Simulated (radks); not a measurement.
Numerical settings for the sulfur ion S3+, [Ne] 3s2 3p1. Calculated with a radial shooting solver on a logarithmic mesh with Libxc functionals: scalar-relativistic Kohn-Sham, PBE, spin-polarised, spherical densities, point nucleus; open shells are filled with parallel spins first. The defaults (mesh step 0.008 in ln r, mesh end at 40 bohr or more with all orbitals vanishing there, Anderson mixing 0.5 over 9 steps, residual threshold near 1e-9 with the energy settled to 1e-9 hartree or 1e-11 of itself, here a cap of 68 iterations) give E = -396.5585 hartree and 3p at -40.992 eV in 14 iterations. Times are rough (one thread of a shared host). Changes against that run (0 stands for a change within the tolerance of the run):

setting                    iterations  converged  E (mhartree)  e(3p) (meV)  CPU (s)
mesh step in ln r 0.003            14        yes             0            0     0.23
mesh step in ln r 0.02             14        yes             0            0     0.05
mesh step in ln r 0.08              4         no      diverged            -     0.01
mesh end (bohr) 3                  15        yes          +203    +4.08e+03     0.08
mesh end (bohr) 20                 14        yes             0            0     0.08
residual threshold 1e-13           19        yes             0            0      0.1
residual threshold 1e-16           68         no             0            0     0.22
mixing 1.5                         13        yes             0            0     0.08
linear mixing, mixing 0.5          31        yes             0            0     0.14
linear mixing, mixing 0.2          68         no             0            0     0.31
mixing history 20                  16        yes             0            0     0.09
iteration cap 2                     2         no          +609    -1.75e+04     0.02

Settings that end as converged yet miss the energy by more than 1 mhartree: mesh end (bohr) 3 (+0.203 hartree). A mesh that ends early acts as a hard wall.
